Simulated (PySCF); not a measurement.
**Exercise with solution: entropy of an ideal gas**

BCl2, SMILES Cl[B]Cl, multiplicity 2.

Geometry: PBE0-D3(BJ)/def2-TZVP. The isomer is the one that the SMILES or the coordinates give; other isomers of the formula were not compared.

PBE0-D3(BJ)/def2-TZVP run with PySCF gives the harmonic wavenumbers 283, 706, 1009 cm⁻¹ and the rotational temperatures 4.1545, 0.1465, 0.1415 K. The molar mass is 81.71 g/mol, the symmetry number 2, the spin multiplicity 2.

**Question.** Work out the entropy at 298.15 K and 1 atm in the rigid-rotor, harmonic-oscillator model.

**Answer.** 
Translation (Sackur–Tetrode at 1 atm): S = R[1.5 ln M + 2.5 ln T − 1.16487] = 163.7 J/(mol K).
Rotation: q = (√π/σ) T^1.5/√(θA θB θC) = 15500, S = R[ln q + 3/2] = 92.7 J/(mol K).
Vibration: with u = 1.4388 ν/T, each mode gives R[u/(e^u − 1) − ln(1 − e^−u)]:
```tsv
ν (cm⁻¹)	modes	u	S (J/(mol K))
283	1	1.37	6.34
706	1	3.41	1.25
1009	1	4.87	0.38
```
These are all the modes. Sum 8.0 J/(mol K).
Spin: R ln 2 = 5.8 J/(mol K).
Total 270.1 J/(mol K); the program's own thermochemistry gives 270.1. Translation makes up 61 % and vibration 3 %. Anharmonicity, hindered rotation and orbital degeneracy are left out.
